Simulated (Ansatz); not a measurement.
Molecular dynamics of CH$_{4}$BNS

Input:

```yaml
crystal:
  periodic: [false, false, false]
  atoms:
    - { symbol: B, position_ang: [0.069298, 1.183226, -0.570704] }
    - { symbol: C, position_ang: [-0.074776, -0.272425, -0.091382] }
    - { symbol: "N", position_ang: [0.038169, -1.098914, 0.91964] }
    - { symbol: S, position_ang: [-0.534969, -0.503125, -1.675755] }
    - { symbol: H, position_ang: [-0.835189, 1.957062, -0.350458] }
    - { symbol: H, position_ang: [1.16923, 1.58404, -0.878606] }
    - { symbol: H, position_ang: [-0.171904, -2.08774, 0.821106] }
    - { symbol: H, position_ang: [0.340132, -0.762125, 1.826159] }
basis:
  gaussian: { orbitals: def2-SVP }
hamiltonian:
  xc: pbe0
  dispersion: d4
md:
  timestep: 0.5
  n_steps: 300
  ensemble: nvt_langevin
  temperature: 300.0
  initial_velocities: maxwell_boltzmann
  seed: 396996
  friction: 0.001
```

Launched with:

```bash
$ ansatz run input.yaml --threads 1 --pin off --max-ram 2048MiB --backend cpu --events-out ev --progress --plain --runs-dir out
```

It starts from a relaxed structure.

Output, in part (step lines, the closing report, with atoms numbered from 0):

```
md step     0: t =     0.00 fs  T =   262.5 K  F+E_penalty+E_count = -14090.17658320 eV  E_kin = 0.271446 eV  (27 SCF iters)
[... lines left out ...]
Total energy: -14090.04665715 eV, -517.7996640738 hartree
Atom 0 at    -0.086965     1.295730    -0.686647 Å, force     1.012143    -1.093493     0.349490 eV/Å
Atom 1 at     0.227873    -0.187919    -0.189652 Å, force    -1.123824     0.903559    -0.709681 eV/Å
Atom 2 at     0.905105    -0.968139     0.600665 Å, force     0.794082     0.196533     0.884687 eV/Å
Atom 3 at    -1.002640    -0.525898    -1.282624 Å, force     0.233679     0.448506     0.245255 eV/Å
Atom 4 at    -0.671502     2.089746     0.037488 Å, force    -0.126383    -0.372684    -0.268648 eV/Å
Atom 5 at     0.734597     1.671926    -1.513594 Å, force    -0.420313     0.082768     0.035547 eV/Å
Atom 6 at     0.759965    -1.960910     0.726989 Å, force    -0.301879    -0.262862    -0.366764 eV/Å
Atom 7 at     1.575752    -0.567228     1.253050 Å, force    -0.067504     0.097674    -0.169887 eV/Å
Dipole moment:     0.497034    -0.616301     0.640058 e Å
```

The steps, from the saved trajectory:

```tsv
time (fs)	T (K)	potential energy less start (eV)
0.0	262	0.000
5.0	191	0.073
10.0	145	0.134
15.0	187	0.101
20.0	230	0.079
25.0	146	0.168
30.0	142	0.170
35.0	210	0.092
40.0	240	0.070
45.0	215	0.104
50.0	219	0.092
55.0	252	0.062
60.0	213	0.125
65.0	171	0.170
70.0	195	0.138
75.0	196	0.136
80.0	126	0.200
85.0	170	0.152
90.0	201	0.103
95.0	210	0.100
100.0	167	0.129
105.0	224	0.066
110.0	168	0.121
115.0	163	0.126
120.0	174	0.129
125.0	172	0.142
130.0	122	0.192
135.0	179	0.125
140.0	197	0.108
145.0	181	0.112
150.0	176	0.130
```

The run went to its last step. The mean temperature of the second half is 41 % below the set value. A run of 0.15 ps of so small a system gives no equilibrium averages.

The same pairs are bonded in the first frame and the last. Pairs count as bonded within 1.25 times the sum of covalent radii (0.12 Å more for H–H).

Last frame:

```xyz
8
Properties=species:S:1:pos:R:3
B -0.087 1.296 -0.687
C 0.228 -0.188 -0.190
N 0.905 -0.968 0.601
S -1.003 -0.526 -1.283
H -0.671 2.090 0.037
H 0.735 1.672 -1.514
H 0.760 -1.961 0.727
H 1.576 -0.567 1.253
```

The run took 7.2 min on 1 CPU thread of a shared host.
